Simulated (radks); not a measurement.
Results of a calculation; reference values are marked as such.
Spherical quantum dot in the effective-mass picture: electrons in a parabolic well V = omega^2 r^2 / 2 with omega = 4.31, with a point charge +1 (a donor) at the centre, all in effective atomic units (hartree* = m*/eps^2 hartree, bohr* = eps/m* bohr), one dielectric constant everywhere. Level of theory: non-relativistic Kohn-Sham, PBE, spin-polarised, spherical densities (a radial shooting solver with Libxc functionals). Levels are named by radial order and angular momentum (1s, 1p, 1d, 2s, ...), and open shells are averaged over m.

N = 6, configuration 1s2 1p(up 3, down 1). This is the lowest configuration that the search found. Occupied and some empty levels:

level,occupation,eigenvalue (hartree*),<r> (bohr*)
1s up,1,11.336,0.5456
1s down,1,11.512,0.5420
1p up,3,15.548,0.7550
1p down,1,15.766,0.7561
2s up,0,19.171,0.8231
2s down,0,19.301,0.8269
1d up,0,19.521,0.9029
1d down,0,19.724,0.9064
1f up,0,23.525,1.026
1f down,0,23.697,1.030

Energy (hartree*): total 63.3867, kinetic 26.293, external 19.143, Hartree 23.551, exchange-correlation -5.5993.

Electron density:

r (bohr*),n(r) (e/bohr*^3)
0.103,4.059
0.214,3.504
0.324,3.102
0.435,2.692
0.545,2.200
0.656,1.648
0.766,1.114
0.877,0.6726
0.987,0.3618
1.10,0.1732
1.21,0.07372
1.32,0.02819
1.43,0.009515
